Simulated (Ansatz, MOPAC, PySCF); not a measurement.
Torsion H3–B1–S2–H5 in BH3S (SMILES BS); at each angle all else is relaxed with GFN2-xTB, and the levels are single points there.
Geometry at 0° (charge 0, multiplicity 1):
```xyz
5

B     -0.60166    -0.07176     0.04623
S      1.06725    -0.50868     0.34880
H     -1.38646    -0.88654    -0.23732
H     -0.87294     1.05865     0.14331
H      0.99961    -1.82299     0.15202
```

```json
[
 {"level": "PM3", "energy at 90° less that at 0° (kcal/mol)": "25.98", "minus CCSD(T)/CBS(cc-pV(T+d)Z, cc-pV(Q+d)Z)": "5.69", "cost": "-"},
 {"level": "PM7", "energy at 90° less that at 0° (kcal/mol)": "10.95", "minus CCSD(T)/CBS(cc-pV(T+d)Z, cc-pV(Q+d)Z)": "-9.35", "cost": "-"},
 {"level": "HF/cc-pV(Q+d)Z", "energy at 90° less that at 0° (kcal/mol)": "18.14", "minus CCSD(T)/CBS(cc-pV(T+d)Z, cc-pV(Q+d)Z)": "-2.15", "cost": "-"},
 {"level": "BLYP/def2-TZVPP", "energy at 90° less that at 0° (kcal/mol)": "21.78", "minus CCSD(T)/CBS(cc-pV(T+d)Z, cc-pV(Q+d)Z)": "1.49", "cost": "×0.9"},
 {"level": "r2SCAN-D3(BJ)/def2-TZVPP", "energy at 90° less that at 0° (kcal/mol)": "21.92", "minus CCSD(T)/CBS(cc-pV(T+d)Z, cc-pV(Q+d)Z)": "1.62", "cost": "×1"},
 {"level": "B3LYP/3-21G", "energy at 90° less that at 0° (kcal/mol)": "21.89", "minus CCSD(T)/CBS(cc-pV(T+d)Z, cc-pV(Q+d)Z)": "1.59", "cost": "-"},
 {"level": "PBE0/def2-TZVPP", "energy at 90° less that at 0° (kcal/mol)": "21.33", "minus CCSD(T)/CBS(cc-pV(T+d)Z, cc-pV(Q+d)Z)": "1.04", "cost": "×1"},
 {"level": "MP2/6-31G*", "energy at 90° less that at 0° (kcal/mol)": "21.66", "minus CCSD(T)/CBS(cc-pV(T+d)Z, cc-pV(Q+d)Z)": "1.36", "cost": "-"},
 {"level": "MP2/cc-pV(T+d)Z", "energy at 90° less that at 0° (kcal/mol)": "20.58", "minus CCSD(T)/CBS(cc-pV(T+d)Z, cc-pV(Q+d)Z)": "0.29", "cost": "-"},
 {"level": "SCS-MP2/cc-pV(D+d)Z", "energy at 90° less that at 0° (kcal/mol)": "20.73", "minus CCSD(T)/CBS(cc-pV(T+d)Z, cc-pV(Q+d)Z)": "0.44", "cost": "-"},
 {"level": "SCS-MP2/cc-pV(T+d)Z", "energy at 90° less that at 0° (kcal/mol)": "20.02", "minus CCSD(T)/CBS(cc-pV(T+d)Z, cc-pV(Q+d)Z)": "-0.27", "cost": "-"},
 {"level": "SCS-MP2/cc-pV(Q+d)Z", "energy at 90° less that at 0° (kcal/mol)": "19.89", "minus CCSD(T)/CBS(cc-pV(T+d)Z, cc-pV(Q+d)Z)": "-0.40", "cost": "-"},
 {"level": "CCSD(T)/cc-pV(T+d)Z", "energy at 90° less that at 0° (kcal/mol)": "20.57", "minus CCSD(T)/CBS(cc-pV(T+d)Z, cc-pV(Q+d)Z)": "0.27", "cost": "×6"},
 {"level": "CCSD(T)/CBS(cc-pV(T+d)Z, cc-pV(Q+d)Z)", "energy at 90° less that at 0° (kcal/mol)": "20.29", "minus CCSD(T)/CBS(cc-pV(T+d)Z, cc-pV(Q+d)Z)": "0.00", "cost": "×200"}
]
```

 The comparison column counts from a level with limits of its own.

The rows run from 10.95 (PM7) to 25.98 kcal/mol (PM3).

On the grid 0° to 330°, 90° is the highest and 0° the lowest point at CCSD(T)/CBS(cc-pV(T+d)Z, cc-pV(Q+d)Z).

Frozen-core correlation. CBS: X⁻³ extrapolation of the correlation energy, Hartree–Fock from the larger set. Rows in 3-21G, 6-31G* carry no dispersion term and start afresh at each structure (6-31G* with six Cartesian d functions). MP2/6-31G* freezes PySCF's default core. The state that PM3, PM7 reach isn't checked; PM7 holds dispersion and hydrogen-bond terms.

The values were computed with Ansatz (a program for electronic structure); MOPAC for PM3, PM7 (differences of heats of formation); PySCF for 3-21G rows, 6-31G* rows, the dispersion terms. Each number belongs to the level named beside it.

Costs are rough ratios of core time to PBE/def2-TZVPP (about 1.5 s over the structures, on one shared machine); a dash marks a level with no comparable run of its own.
